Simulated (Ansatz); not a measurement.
Al(Me)(F)2 (CH3AlF2), SMILES [CH3][Al]([F])[F]. Atoms are numbered in the order given.

```xyz
7

Al     0.0363     0.0347    -0.0007
C     -1.4949    -1.1420    -0.0392
H     -1.2875    -2.0223    -0.6704
H     -2.3924    -0.6401    -0.4318
H     -1.7209    -1.5186     0.9722
F     -0.0183     1.5957    -0.5655
F      1.5031    -0.4590     0.6028
```
Charge 0, spin multiplicity 1.

Geometry: B3LYP-D3(BJ)/def2-SVP. The isomer is the one that the SMILES or the coordinates give; other isomers of the formula were not compared.

Two levels are set side by side: PBE-D3(BJ)/def2-SVP (Ansatz, a first-principles code) and B3LYP-D3(BJ)/def2-SVP (Ansatz). Each level has its own optimised geometry; the coordinates shown are those of the second. Differences are taken from unrounded values.

| quantity | B3LYP-D3(BJ) | PBE-D3(BJ) | PBE-D3(BJ) minus B3LYP-D3(BJ) |
|---|---|---|---|
| mean bond length (Å) | 1.427 | 1.435 | 0.009 |
| bond Al1–C2 (Å) | 1.931 | 1.938 | 0.006 |
| bond Al1–F6 (Å) | 1.661 | 1.673 | 0.012 |
| bond Al1–F7 (Å) | 1.661 | 1.674 | 0.012 |
| bond C2–H3 (Å) | 1.103 | 1.110 | 0.007 |
| bond C2–H4 (Å) | 1.101 | 1.108 | 0.007 |
| bond C2–H5 (Å) | 1.103 | 1.110 | 0.007 |

GGA bonds tend to be longer and softer than those of functionals with exact exchange. Differences between two approximate levels are no errors against the true value.
